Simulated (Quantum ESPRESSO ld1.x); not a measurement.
Values are calculated unless marked as measured or tabulated.
Input (ld1.x (Quantum ESPRESSO 7.5)):

```
 &input
    atom='Tm',
    iswitch=1,
    rel=0,
    lsd=1,
    dft='PW',
    config='[Xe] 4f6.5 4f6.5 6s0.5 6s0.5',
    prefix='ld1',
    max_out_wfc=37,
    file_charge='ld1.rho',
 /
```

It prints (banner and zero overlaps left out):

```
     Program LD1 v.7.5 starts

     --------------------------- All-electron run ----------------------------

     atomic number is 69.00
     dft =PW   lsd =1 sic =0 latt =0  beta=0.20 tr2=1.0E-14
     Exchange-correlation= PW
                           (   1   4   0   0   0   0   0)
     mesh =1981 r(mesh) = 100.07236 a.u. xmin = -7.00 dx = 0.00800
     1 Ry =  13.60569312 eV

     n l     nl                  e(Ry)          e(Ha)          e(eV)
     1 0     1S 1( 1.00)     -4045.4182     -2022.7091    -55040.7192
     2 0     2S 1( 1.00)      -654.5876      -327.2938     -8906.1181
     2 1     2P 1( 3.00)      -625.4948      -312.7474     -8510.2906
     3 0     3S 1( 1.00)      -146.2192       -73.1096     -1989.4140
     3 1     3P 1( 3.00)      -132.9505       -66.4752     -1808.8835
     4 0     4S 1( 1.00)       -28.2038       -14.1019      -383.7318
     4 1     4P 1( 3.00)       -22.8468       -11.4234      -310.8467
     3 2     3D 1( 5.00)      -108.1430       -54.0715     -1471.3603
     5 0     5S 1( 1.00)        -3.7736        -1.8868       -51.3431
     5 1     5P 1( 3.00)        -2.3729        -1.1865       -32.2854
     4 2     4D 1( 5.00)       -13.1733        -6.5866      -179.2314
     4 3     4F 1( 6.50)        -1.0389        -0.5194       -14.1348
     4 3     4F 2( 6.50)        -1.0389        -0.5194       -14.1348
     6 0     6S 1( 0.50)        -0.6399        -0.3199        -8.7059
     6 0     6S 2( 0.50)        -0.6399        -0.3199        -8.7059
     1 0     1S 2( 1.00)     -4045.4182     -2022.7091    -55040.7192
     2 0     2S 2( 1.00)      -654.5876      -327.2938     -8906.1181
     2 1     2P 2( 3.00)      -625.4948      -312.7474     -8510.2906
     3 0     3S 2( 1.00)      -146.2192       -73.1096     -1989.4140
     3 1     3P 2( 3.00)      -132.9505       -66.4752     -1808.8835
     4 0     4S 2( 1.00)       -28.2038       -14.1019      -383.7318
     4 1     4P 2( 3.00)       -22.8468       -11.4234      -310.8467
     3 2     3D 2( 5.00)      -108.1430       -54.0715     -1471.3603
     5 0     5S 2( 1.00)        -3.7736        -1.8868       -51.3431
     5 1     5P 2( 3.00)        -2.3729        -1.1865       -32.2854
     4 2     4D 2( 5.00)       -13.1733        -6.5866      -179.2314

     final scf error:  6.9E-15 reached in  31 iterations

     Etot =  -25873.062678 Ry,  -12936.531339 Ha, -352020.950948 eV
     Total magnetization:    0.00 Bohr mag.

     Ekin =   25862.875588 Ry,   12931.437794 Ha,  351882.348530 eV
     Encl =  -61566.099184 Ry,  -30783.049592 Ha, -837649.452273 eV
     Eh   =   10360.865075 Ry,    5180.432537 Ha,  140966.750698 eV
     Exc  =    -530.704157 Ry,    -265.352079 Ha,   -7220.597903 eV
```

Run on one thread of a shared host, so times are rough (Intel(R) Xeon(R) Processor @ 2.60GHz): 0.43 s of CPU time, 1 s wall, 31 iterations on 1981 mesh points.
